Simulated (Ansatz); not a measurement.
Reaction (hydrogen abstraction from a Ge–H bond): `[GeH3][I]` + Cl• → `[GeH2][I]`• + HCl

Calculated with Ansatz (gas phase, PBE0-D4/def2-TZVP geometries, no zero-point term in ΔE). CCSD(T)/CBS adds triple-zeta CCSD(T) − MP2 to the extrapolated MP2 energy (def2 sets, frozen cores). This one scheme is used for every species, atoms too. DFT in def2-TZVPP. B3LYP here is the variant with VWN-RPA as its local correlation; programs differ in this. HSE06 is defined as in plane-wave codes. Open shells (•) are unrestricted, without spin–orbit coupling. Spin–orbit coupling would lower the free atoms: a little for Cl. Elements past krypton have def2 core potentials. For Ge, I outer-core shells are correlated without core-valence functions, so the limit isn't a true one: a few kJ/mol of doubt a bond, and 10 to 20 or more in all where bonds break to atoms. Scalar relativity is left out up to krypton.

Task: Is it downhill or uphill in electronic energy at CCSD(T)/CBS, and by how much? (Estimate.)

Result: Computed: Downhill: ΔE = -79.4 kJ/mol.

Task: What do these levels give: PBE-D4, revPBE-D4, PBE0-D4, B3LYP-D4, r2SCANh-D4, HSE06-D4, r2SCAN, BHLYP, LC-ωPBE, CCSD(T)/def2-SVP, HF/def2-TZVPP, HF/def2-QZVPP? (Best estimate.)

Result: Computed: PBE-D4 -104.2, revPBE-D4 -99.6, PBE0-D4 -91.4, B3LYP-D4 -85.6, r2SCANh-D4 -92.0, HSE06-D4 -92.3, r2SCAN -95.7, BHLYP -69.7, LC-ωPBE -77.3, CCSD(T)/def2-SVP -60.7, HF/def2-TZVPP -38.4, HF/def2-QZVPP -39.2 kJ/mol.

Largest T1 diagnostic among the species: 0.012.

Leaving LDA and LC-ωPBE aside and taking each functional with its dispersion term where it has one, the values, not all of them listed here, spread over 34.8 kJ/mol, from PBE-D4 to BHLYP-D4. LDA lies −17.5 kJ/mol from PBE without D4. At CCSD(T), def2-SVP lies +18.7 kJ/mol from the extrapolated value and def2-TZVPP +5.8 kJ/mol. From r2SCAN to r2SCAN0 (25 % exact exchange), in def2-TZVPP and without D4, ΔE moves by +8.7 kJ/mol.
